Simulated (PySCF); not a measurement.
PySCF 2.14 output of an unrestricted wB97X calculation on a single atom or ion in ANO-RCC-VTZP, with scalar relativity by spin-free X2C-1e:

```
SCF conv_tol = 1e-09
number electrons alpha = 24  beta = 21
    J.-D. Chai and M. Head-Gordon.,  J. Chem. Phys. 128, 084106 (2008)
cycle= 1 E= -5314.02824695769  delta_E= -0.00966  |g|= 0.0268  |ddm|= 0.0676
cycle= 2 E= -5314.02846754512  delta_E= -0.000221  |g|= 0.00736  |ddm|= 0.0169
cycle= 3 E= -5314.02848150246  delta_E= -1.4e-05  |g|= 0.00434  |ddm|= 0.00455
cycle= 4 E= -5314.02848474733  delta_E= -3.24e-06  |g|= 0.000766  |ddm|= 0.00145
cycle= 5 E= -5314.02848504318  delta_E= -2.96e-07  |g|= 4.32e-05  |ddm|= 0.000784
cycle= 6 E= -5314.02848504506  delta_E= -1.88e-09  |g|= 2.99e-06  |ddm|= 7.02e-05
cycle= 7 E= -5314.02848504507  delta_E= -5.46e-12  |g|= 3.19e-07  |ddm|= 2.91e-06
converged SCF energy = -5314.02848504507  <S^2> = 3.7505698  2S+1 = 4.0002849
```

The run itself started from symmetry-adapted Hartree-Fock orbitals and held the occupation by maximum overlap, on a logarithmic radial grid, so the iterations belong to that start.

Which element, charge and spin multiplicity is this?

Ag²⁺ (silver, charge +2), multiplicity 4; the state was [Kr] 4d8 5s1, high-spin 4F determinant (an excited configuration).
